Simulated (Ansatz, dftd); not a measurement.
Reaction: Si2H4F2 (fluoro(fluorosilyl)silane, SMILES F[SiH2][SiH2]F) → Si2H4F (SMILES F[SiH2][SiH2], doublet) + F (doublet) (the F-Si bond breaks)
Each species at its own B3LYP-D3(BJ)/def2-TZVP minimum (Ansatz, a first-principles code), one conformer.

Wanted: bond dissociation energy (electronic), in kJ/mol. Open shells are spin-unrestricted; no spin-orbit coupling. Correlated methods leave the cores frozen. Rows without X2C or -DK are non-relativistic. CBS(X,Y): correlation extrapolated as X^-3, Hartree-Fock from the larger set. A bracket is a step between two methods taken in the basis named. The functionals are non-relativistic, so their misses hold any scalar relativity. Double hybrids freeze cores in their MP2 part. 'core' is core correlation in cc-pwCVTZ (1s frozen past Ne), 'X2C' scalar relativity in cc-pVTZ-DK, both at CCSD(T).

Compared with CCSD(T)/CBS(cc-pV(T+d)Z,cc-pV(Q+d)Z) + [CCSDT(Q) - CCSD(T)]/cc-pV(D+d)Z + core + X2C (Ansatz): 621.5 kJ/mol.

Costs are rough ratios of core time, to one figure, on one kind of shared machine, summed over the single points of the molecules; atoms, geometries and frequencies are left out. The first row took roughly 10 core seconds; short runs hold start-up time.

| level | program | cost relative to the first row | difference (kJ/mol) |
|---|---|---|---|
| PBE-D4/def2-TZVPD | Ansatz + dftd4 | 1 | -14.5 |
| CAM-B3LYP-D3(BJ)/def2-TZVPD | Ansatz + dftd3 | 1 | -8.4 |
| CAM-B3LYP-D4/def2-TZVPD | Ansatz + dftd4 | 1 | -8.1 |
| CCSD(T)/cc-pV(D+d)Z | Ansatz | 2 | -79.7 |
| B2GP-PLYP-D3(BJ)/def2-TZVPD | Ansatz + dftd3 | 2 | -12.6 |
| B2GP-PLYP/def2-TZVPD | Ansatz | 2 | -12.7 |
| wB97X-V/def2-TZVPD | Ansatz | 3 | -7.7 |

The dearest row costs roughly 3 times the first. Costs within a factor of two don't rank. The table holds for this case alone.
